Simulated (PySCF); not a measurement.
# TaOCl + H₂O → HTaO₂ + HCl

Level: PBE0 in the def2-TZVP basis family, computed in PySCF with density fitting; scalar-relativistic core potentials for atoms from Rb on, none lighter, no spin–orbit coupling; open shells unrestricted.

```csv
species,state and structure,E (Eh),ZPE (kJ/mol),H(298 K) − H(0) (kJ/mol),S° (J/(mol K))
TaOCl,"triplet, Cs, Ta–Cl 2.309 Å, Ta–O 1.702 Å; Cl–Ta–O 116.1°",-592.29553,9.3,12.5,307.8
H₂O,"singlet, C2v, O–H 0.960 Å (×2); H–O–H 105.1°",-76.37736,56.5,9.9,188.7
HTaO₂,"singlet, Cs, Ta–H 1.779 Å, Ta–O 1.722 Å (×2); H–Ta–O 101.4° (×2), O–Ta–O 105.8°",-208.01185,31.9,12.1,285.1
HCl,"singlet, C∞v, H–Cl 1.279 Å",-460.66440,17.9,8.7,186.6
```

**Question.** What is the electronic reaction energy?

**Answer.** At PBE0/def2-TZVP, ΔE = -8.8 kJ/mol from the differences of the total energies times 2625.5, downhill. Hydrolysis steps of this kind drive oxide growth by atomic layer deposition.

**Question.** Add zero-point, thermal and entropy terms for 298.15 K and 1 bar.

**Answer.** ΔZPE = -16.0 and Δ[H(298) − H(0)] = -1.6 kJ/mol give ΔH° = -26.4 kJ/mol. ΔS° = -24.8 J/(mol K), so ΔG° = -26.4 − 298.15 × (-0.0248) = -19 kJ/mol and log₁₀K = 3.3.

Spin–orbit coupling can matter for TaOCl, HTaO₂ and is left out. Open d or f shells are single determinants, so the state found may not be the ground state. The structures come from searches over a few start shapes, so lower isomers are not excluded.
